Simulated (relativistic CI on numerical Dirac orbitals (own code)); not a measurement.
# Slater and spin-orbit integrals, Ce XI

These numbers are calculated, not measured: Dirac-Coulomb-Breit CI, orbitals from a KLI potential per configuration, model QED, unscaled Slater integrals (own radial code, finite nucleus).

Slater integrals F^k, G^k are unscaled and averaged over j, outside the closed core [Kr]; ζ comes from projecting the Hamiltonian with its Breit term on Σ l·s of the shell.

- 4d10.5s.5p: G^1(5s,5p) = 96063, ζ(5p) = 23313 cm⁻¹; <r>(5s) = 1.338, <r^2>(5s) = 1.993, <r>(5p) = 1.451, <r^2>(5p) = 2.348 (bohr units).
- 4d10.5s.4f: G^3(5s,4f) = 31591, ζ(4f) = 703.56 cm⁻¹; <r>(5s) = 1.348, <r^2>(5s) = 2.023, <r>(4f) = 0.8721, <r^2>(4f) = 0.9078 (bohr units).
- 4d10.5s.5d: G^2(5s,5d) = 57512, ζ(5d) = 2376.5 cm⁻¹; <r>(5s) = 1.337, <r^2>(5s) = 1.989, <r>(5d) = 1.677, <r^2>(5d) = 3.148 (bohr units).

In this model ζ of a weakly bound d, f or g electron outside closed shells comes out too small, for d by up to a factor of two or three and at times with the wrong sign; that of an outer p electron is too small as well.

Averages of the first 10 configurations, taken without configuration mixing, which lowers the lowest level and can move excited configurations by several eV; other configurations of the list can lie among them:

| Configuration | Parity | States | Average energy above the lowest level (eV) |
| --- | --- | --- | --- |
| 4d10.5s2 | even | 1 | 1.0 |
| 4d10.5s.5p | odd | 12 | 21.3 |
| 4d10.5s.4f | odd | 28 | 21.6 |
| 4d10.5s.5d | even | 20 | 54.6 |
| 4d10.5s.5f | odd | 28 | 88.4 |
| 4d10.4f.5d | odd | 140 | 75.0 |
| 4d10.5p.5d | odd | 60 | 76.9 |
| 4d10.5s.5g | even | 36 | 106.5 |
| 4d9.5s2.4f | odd | 140 | 113.6 |
| 4d10.5s.6s | even | 4 | 76.6 |
